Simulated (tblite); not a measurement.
Compound: C7H7Cl.
Bonds: C1–C2, C2–C3 (aromatic), C3–C4 (aromatic), C4–C5 (aromatic), C5–Cl6, C5–C7 (aromatic), C7–C8 (aromatic), C2–C8 (aromatic). Hydrogens: H9, H10, H11 on C1; H12 on C3; H13 on C4; H14 on C7; H15 on C8.

The geometry is computed with GFN2-xTB (gas phase).

Question: Give the optimised bond lengths and angles.

Answer: 
```
                 bond  length (bohr)     order
                C1–C2          2.830    single
         C2–C3, C2–C8          2.626  aromatic
         C3–C4, C7–C8          2.614  aromatic
         C4–C5, C5–C7          2.617  aromatic
               C5–Cl6          3.272    single
C1–H9, C1–H10, C1–H11          2.056    single
       C3–H12, C8–H15          2.042    single
       C4–H13, C7–H14          2.039    single
```

Bonds in one row agree within 0.02 bohr and their mean is given. Orders are formal, as drawn. A selection of angles:
```
    angle  degrees
 C1–C2–C3    120.7
 C3–C2–C8    118.5
 C2–C3–C4    121.2
 C3–C4–C5    119.3
C4–C5–Cl6    119.7
 C4–C5–C7    120.7
```

The 6-membered ring C2–C3–C4–C5–C7–C8 has internal angles of 118.5° to 121.2°; it is planar, 0.00 Å rms from its mean plane, widest ring torsion 0°. The C–C distances run from 1.383 Å (C3–C4, aromatic) to 1.498 Å (C1–C2, drawn single), a spread of 0.115 Å. The 8 heavy atoms lie in one plane (0.004 Å rms). Of the pairs four or more bonds apart, H9···H12 is among the closest relative to their van der Waals radii: 2.46 Å, 102 % of the sum of Bondi's values.

Point group: Cs (every atom within 0.08 Å of its image). GFN2-xTB frequencies show an imaginary mode (44i cm⁻¹), so the point is no minimum at that level.
